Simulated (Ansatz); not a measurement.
Species: sum formula H₃SiO₂, charge 0, multiplicity 2. It need not be the lowest isomer of its formula. 
Coordinates optimised at B3LYP-D3(BJ)/def2-TZVP (Ansatz, a first-principles code):
SMILES: O[SiH]O
```xyz
6

Si    -0.3570    -0.3703     0.0132
O     -0.7098     1.2051    -0.3306
O      1.2669    -0.6419     0.1788
H     -0.9050    -0.7721     1.3409
H     -0.3933     1.9005     0.2563
H      1.8401    -0.4495    -0.5687
```
Charge 0, spin multiplicity 2.

Basis-set convergence of Hartree-Fock and CCSD(T) correlation energies (hartree) with Ansatz. Correlated levels leave the core frozen unless marked. Open shells are spin-unrestricted. No spin-orbit coupling. Non-relativistic.

```tsv
basis	functions	E(HF)	E(corr, CCSD(T))
aug-cc-pV(D+d)Z	105	-440.48495	-0.52499
aug-cc-pV(T+d)Z	216	-440.54479	-0.63557
aug-cc-pV(Q+d)Z	387	-440.55877	-0.67253
```

Extrapolating the two largest sets (X = 3 and 4) as X^-3: E(corr) = (64·(-0.67253) - 27·(-0.63557))/37 = -0.6995 Eh, an estimate of the basis-set limit. The largest set recovers 96.1 % of it, the smallest 75.1 %.
